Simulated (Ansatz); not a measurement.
GaH7Si2, SMILES `[SiH3][SiH2][GaH2]`. The species carries charge 0 and has multiplicity 1.

Z-matrix (Å, degrees):
```
Si
Si 1 2.342
H 1 1.489 2 109.9
H 1 1.488 2 111.7 3 120.6
H 1 1.489 2 109.9 3 -118.8
Ga 2 2.406 1 109.0 3 59.2
H 2 1.491 1 107.8 3 -62.5
H 2 1.491 1 107.9 3 -178.9
H 6 1.572 2 120.5 1 -87.8
H 6 1.572 2 120.7 1 89.5
```

Q: What are the harmonic wavenumbers in cm⁻¹ at PBE0-D4/def2-TZVP (Ansatz, finite differences of forces, unscaled)? (Best estimate.)

A: Ansatz gave: 66, 74, 91, 309, 318, 366, 429, 454, 537, 575, 663, 679, 760, 873, 918, 940, 943, 1953, 1960, 2194, 2204, 2211, 2221, 2223.

Q: Is this a minimum?

A: Yes, all 24 modes are real.

Q: Give the ideal-gas thermochemistry at 298.15 K and 1 bar (rigid rotor, harmonic oscillator; point group Cs, symmetry number 1).

A: Zero-point energy 143.3 kJ/mol; H(298) − E = 166.2 kJ/mol; entropy 368.1 J/(mol·K), of which translation 169.8, rotation 115.0, vibration 83.3; G(298) − E = 56.5 kJ/mol. Modes under 100 cm⁻¹ are hindered rotations or soft bends, so the harmonic entropy is rough.

Q: And at 400, 500, 600, 800 and 1000 K?

A: 
```json
{"T (K)": "400", "H − E (kJ/mol)": "179.3", "S (J/mol/K)": "405.6", "G − E (kJ/mol)": "17.0"}
{"T (K)": "500", "H − E (kJ/mol)": "193.7", "S (J/mol/K)": "437.7", "G − E (kJ/mol)": "-25.2"}
{"T (K)": "600", "H − E (kJ/mol)": "209.4", "S (J/mol/K)": "466.4", "G − E (kJ/mol)": "-70.4"}
{"T (K)": "800", "H − E (kJ/mol)": "243.9", "S (J/mol/K)": "515.9", "G − E (kJ/mol)": "-168.8"}
{"T (K)": "1000", "H − E (kJ/mol)": "281.6", "S (J/mol/K)": "557.8", "G − E (kJ/mol)": "-276.3"}
```
